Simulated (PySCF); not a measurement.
**How methods differ on the ionisation energy of Tl⁶⁷⁺**

Tl⁶⁷⁺ [Ne] 3s2 3p2 [3p1/2^2, M_J = 0] → Tl⁶⁸⁺ [Ne] 3s2 3p1 [3p1/2^1, M_J = 1/2], as a difference of total energies. Computed with PySCF 2.14 in an uncontracted even-tempered set (17 s from 23 bohr⁻², ratio 2.4; 14 p from 30 bohr⁻², ratio 2.4; 4 d from 100 bohr⁻², ratio 2.6; 4 f from 150 bohr⁻², ratio 2.6), with the two-component X2C-1e Hamiltonian. Correlated levels: 1s2 frozen; the 46 highest virtual spinors dropped. "Screened" scales the spin-orbit matrix elements by Boettger's factors to mimic the two-electron term; Breit and QED terms are absent.

```json
{"method": "GHF (spin-free)", "ionisation energy (eV)": "7883.5"}
{"method": "GMP2 (spin-free)", "ionisation energy (eV)": "7884.5"}
{"method": "GHF (screened spin-orbit)", "ionisation energy (eV)": "8269.0"}
{"method": "GMP2 (screened spin-orbit)", "ionisation energy (eV)": "8270.9"}
```

Breit and QED terms and the two-electron picture change are absent.

The spin-free rows relax to the high-spin LS determinant and lack the spin-orbit shift.

The labels give the starting determinants; with spin-orbit coupling the two ends relaxed to ⟨J²⟩ = 0.00, ⟨L²⟩ = 1.36, ⟨S²⟩ = 1.36 and ⟨J²⟩ = 0.75, ⟨L²⟩ = 2.04, ⟨S²⟩ = 0.79.

For comparison: 8260 ± 40 eV (theoretical estimate listed by NIST; NIST Atomic Spectra Database, ionization energies).
